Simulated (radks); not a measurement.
The numbers below are computed, except where a source is named.
Exchange energies: the exact (Fock) value of the Kohn-Sham orbitals and density-functional approximations, as 100 (|E| - |E exact|)/|E exact|, negative where the magnitude is too small. Species: N4+ [He] 2s1; Zn+ [Ar] 3d10 4s1; H 1s1. Code: a radial shooting solver on a logarithmic mesh with Libxc functionals. Model: non-relativistic Kohn-Sham, exchange-only LDA, spin-polarised, spherical densities, point nucleus. Every spin shell is full or empty, so the densities are truly spherical. Functionals are evaluated on that one density, not self-consistently.

functional            N4+       Zn+          H
exact (hartree)  -4.63745  -69.1895  -0.294561
LDA                -13.28     -5.65     -14.03
B88                 -0.32     +0.42      -0.46
PBE                 -1.30     -0.08      -1.64
PBEsol              -5.59     -2.36      -5.99
revPBE              +0.01     +0.15      -0.18
RPBE                +0.29     +0.23      +0.06
PW91                -0.99     +0.36      -1.34
OPTX                -0.17     +1.03      -0.28
WC                  -3.32     -0.72      -3.66
AM05               -10.38     -5.12     -10.80
SOGGA               -5.77     -2.38      -6.21
B86b                -0.40     +0.43      -0.69
G96                 -0.12     +0.64      -0.07
Tao-Mo              +0.48     -0.27      +0.31
MVS                 -0.28     +0.22      +0.25
